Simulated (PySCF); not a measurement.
Spin states of Ca2

Unrestricted PBE0; PySCF, no relativity, basis sets Ca def2-SVPD. Outer shells of the fragments: Ca 4s2; Ca 4s2.

Followed along the bond (rough minima from three points):

```tsv
2Ms+1	unpaired	⟨S²⟩ at the start	R at minimum (Å)	Te (eV)
1	none	0.00	4.26	0.00
1	σ ↑, π ↓	1.10	3.43	0.68
3	σ ↑, π ↑	2.02	3.46	0.70
3	σ ↑↑	2.02	3.85	0.87
3	π ↑↑	2.08	none in the scan	≤ 1.52
```

Solutions found at the starting distance of 3.180 Å, counted from the lowest of them; the search is not exhaustive and high or unbound solutions are not listed, so other states can lie among these:

```json
{"2Ms+1": "1", "unpaired": "none", "term": "¹Σ⁺", "E (eV)": "0.00", "⟨S²⟩": "0.00", "⟨Lz²⟩": "0.00"}
{"2Ms+1": "1", "unpaired": "σ ↑, π ↓", "term": "mixed", "E (eV)": "0.06", "⟨S²⟩": "1.10", "⟨Lz²⟩": "1.04"}
{"2Ms+1": "3", "unpaired": "σ ↑, π ↑", "term": "³Π", "E (eV)": "0.10", "⟨S²⟩": "2.02", "⟨Lz²⟩": "1.02"}
{"2Ms+1": "3", "unpaired": "σ ↑↑", "term": "³Σ⁺", "E (eV)": "0.63", "⟨S²⟩": "2.02", "⟨Lz²⟩": "0.00"}
{"2Ms+1": "3", "unpaired": "π ↑↑", "term": "³Σ⁻", "E (eV)": "0.83", "⟨S²⟩": "2.08", "⟨Lz²⟩": "0.00"}
{"2Ms+1": "1", "unpaired": "π ↑↓", "term": "mixed", "E (eV)": "1.00", "⟨S²⟩": "1.04", "⟨Lz²⟩": "2.09"}
```

A term symbol is given only where ⟨S²⟩ and ⟨Lz²⟩ are close to those of a pure state; real π, δ and φ orbitals otherwise mix terms, and g/u labels are left off.

Compare the gap between the two lowest followed solutions at the starting distance with the gap between their minima.

At PBE0 the second solution (Ms = 0 of mixed spin, unpaired electrons σ ↑, π ↓) lies +0.06 eV from the first (singlet, closed shell) at 3.180 Å and +0.68 eV at the minima; the two curves relax by different amounts, since their minima lie near 3.43 and 4.26 Å.
